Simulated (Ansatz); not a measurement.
Ansatz (a program for electronic structure) input (B3LYP-D3(BJ)/def2-TZVP):

Ansatz 0.2 input:
```yaml
crystal:
  periodic: [false, false, false]
  atoms:
    - {symbol: Ge, position_ang: [1.71701761, 0.46421921, 0.03201784]}
    - {symbol: Ge, position_ang: [-0.44793118, 0.44989431, 0.02387279]}
    - {symbol: H, position_ang: [-1.28907100, -0.81276170, -0.01674862]}
basis:
  gaussian:
    orbitals: def2-TZVP
hamiltonian:
  xc: b3lyp
  dispersion: d3bj
total_charge: -1
relax: {f_tol: 0.002, max_steps: 150}
```

End of the output:

```
reference -113055.17462380 eV, -4154.7010358751 hartree; 33, 33 occupied and 69, 69 virtual orbitals, 822 factors
relax step   7: F+E_penalty+E_count = -113055.30040669 eV  Δ(F+E_penalty+E_count) = -4.155e-4 eV  max|allowed force component| = 3.078e-3 eV/Å  Δτ_max = 0.0317 Å  (27 SCF iters, accepted)
these checks for a lower state are left out or cut short: starts, cluster_reference, orbital_swaps, neighbouring_geometries, increment
integrals: 0.03 GiB planned
822 factors; their error is unknown
mean field: 0.35 GiB planned
mean field evaluation 64: about -113055.1745 eV, gradient 3.0e-5 eV
mean field -113055.17446201 eV, -4154.7010299293 hartree, gradient 4.8e-5 eV, S^2 0.000000; 0 other end points of the search recorded, 0 dependent functions left out
the calculation of the forces begins
reference -113055.17464630 eV, -4154.7010367018 hartree; 33, 33 occupied and 69, 69 virtual orbitals, 822 factors
relax step   8: F+E_penalty+E_count = -113055.30042818 eV  Δ(F+E_penalty+E_count) = -2.149e-5 eV  max|allowed force component| = 6.933e-4 eV/Å  Δτ_max = 0.0072 Å  (28 SCF iters, accepted)
these checks for a lower state are left out or cut short: starts, cluster_reference, orbital_swaps, neighbouring_geometries, increment
integrals: 0.03 GiB planned
822 factors; their error is unknown
mean field: 0.35 GiB planned
mean field -113055.17446276 eV, -4154.7010299570 hartree, gradient 7.5e-5 eV, S^2 0.000000; 0 other end points of the search recorded, 0 dependent functions left out
the calculation of the forces begins
reference -113055.17464704 eV, -4154.7010367289 hartree; 33, 33 occupied and 69, 69 virtual orbitals, 822 factors
relax step   9: F+E_penalty+E_count = -113055.30042934 eV  Δ(F+E_penalty+E_count) = -1.166e-6 eV  max|allowed force component| = 6.449e-4 eV/Å  Δτ_max = 0.0022 Å  (21 SCF iters, accepted)
integrals: 0.03 GiB planned
822 factors; their error is unknown
mean field: 0.35 GiB planned
mean field -113055.17446276 eV, -4154.7010299570 hartree, gradient 7.5e-5 eV, S^2 0.000000; 1 other end points of the search recorded, 0 dependent functions left out
the calculation of the forces begins
reference -113055.17464704 eV, -4154.7010367289 hartree; 33, 33 occupied and 69, 69 virtual orbitals, 822 factors
Total energy: -113055.30061362 eV, -4154.7056659154 hartree
Atom 0 at     1.833101     0.758328     0.041195 Å, force     0.000616     0.000204     0.000008 eV/Å
Atom 1 at    -0.197858    -0.041594     0.010120 Å, force    -0.000645    -0.000172    -0.000007 eV/Å
Atom 2 at    -1.655228    -0.615383    -0.012173 Å, force     0.000029    -0.000032    -0.000001 eV/Å
Dipole moment:    -0.009738    -0.003811    -0.000148 e Å
```

It need not be the lowest isomer of its formula. Whether it binds its extra electron was not tested at this geometry.
